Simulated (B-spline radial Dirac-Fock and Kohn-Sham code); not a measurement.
## Nd⁶⁺: eigenvalues, ΔSCF and the reference

System: neodymium as Nd⁶⁺ in the configuration [Kr] 4d10 4f2 5s2 5p4.

The density-functional columns are spherical, spin-unpolarised Dirac-Kohn-Sham results without Breit or QED terms: −ε is minus the orbital energy of the initial state and ΔSCF the difference of two total energies. The reference in the last column comes from relaxed Dirac-Fock hole states (ΔSCF) with Breit and QED corrections and a finite nucleus. All numbers are from a radial atomic solver, in eV; a selection of levels is shown. The Kohn-Sham columns are given as differences from the reference. For the 1s level of heavy atoms much of the gap between ΔSCF and the reference is the Breit and QED part, -174.4 eV here; for other levels the error of the functional can be larger.

```tsv
level	PBE −ε − DF	PBE ΔSCF − DF	LDA −ε − DF	LDA ΔSCF − DF	Dirac-Fock
1s	-221.0	+206.1	-264.1	+161.7	43663.3
2s	-133.8	-53.4	-139.4	-58.7	7229.2
2p1/2	-101.9	-1.4	-104.2	-3.6	6819.3
2p3/2	-108.2	-16.2	-109.8	-17.7	6305.6
3s	-70.1	-41.6	-71.7	-43.1	1677.9
3p1/2	-57.1	-27.3	-57.6	-27.8	1503.4
3p3/2	-56.4	-28.0	-56.7	-28.3	1398.9
3d3/2	-37.4	-5.2	-37.1	-4.9	1098.7
3d5/2	-37.9	-6.3	-37.7	-6.0	1076.8
4s	-33.8	-19.5	-34.5	-20.2	421.1
4p1/2	-27.0	-12.9	-27.2	-13.1	353.1
4d3/2	-13.9	-0.8	-13.8	-0.7	216.3
4d5/2	-13.9	-1.0	-13.9	-0.9	212.3
4f	-8.8	+2.6	-8.4	+3.0	90.22
5s	-8.2	-0.2	-7.8	+0.1	120.3
5p	-5.9	+1.3	-5.6	+1.7	96.45
```

Values without a named source are computed, but for edge energies of neutral atoms, which are taken from tables.
